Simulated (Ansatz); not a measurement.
Reaction (ligand exchange at the Si–N bond): `C[SiH](C)[NH][AlH2]` + CH₃OH → `CO[SiH](C)C` + `[NH2][AlH2]`

Computed with Ansatz on PBE0-D4/def2-TZVP structures; ΔE is electronic, products minus reactants. CCSD(T)/CBS is the MP2 limit (def2-TZVPP, def2-QZVPP) plus CCSD(T) − MP2 in def2-TZVPP, frozen cores. This one scheme is used for every species. Functionals use def2-TZVPP. B3LYP here is the variant with VWN-RPA as its local correlation; programs differ in this. One conformer a species, not always the lowest.

```tsv
level	ΔE (kJ/mol)
B3LYP-D4	-42.9
PBE	-39.1
```

What does CCSD(T)/CBS give? (Best estimate.)

Ansatz gave: -39.3 kJ/mol. The listed levels differ from it by -3.6, 0.2 kJ/mol.

Largest T1 diagnostic among the species: 0.011.

In def2-TZVPP, CCSD(T) changes the Hartree–Fock value by +8.3 kJ/mol (the triples alone add +1.3 kJ/mol) and MP2 by +8.1 kJ/mol.
